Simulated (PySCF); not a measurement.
## B(2+) (boron, charge +2): PBE calculation

Configuration: [He] 2s1, 2S determinant. Computed with PySCF 2.14 in pcseg-2 (4s3p2d1f, 30 functions), with no relativity, point nucleus.

- Total energy: -23.3851 hartree
- One-electron energy: -27.7063 hartree
- Hartree (Coulomb) energy: 7.5406 hartree
- Exchange-correlation energy: -3.2194 hartree
- Kinetic energy: 23.15979 hartree
- ⟨S²⟩: 0.7500
- ⟨L²⟩: 0.000
- Sum of ⟨r⟩: 2.302 bohr
- Sum of ⟨r²⟩: 3.445 bohr²
- Density at the nucleus (Gaussians lack the cusp): 68.6 bohr⁻³
- Spin density at the nucleus: 2.02 bohr⁻³
- Langevin diamagnetic susceptibility: -2.73 ×10⁻⁶ cm³/mol
- Time after the integrals: 0.07 s of wall time on 1 thread of AMD EPYC 7R43 64-Core Processor (shared host)

```
shell  electrons  mean orbital energy (hartree)  rms radius, mean of both spins (bohr)
 1s α          1                       -7.78189                                  0.383
 1s β          1                       -7.75522                                  0.383
 2s α          1                       -1.20063                                   1.78
```
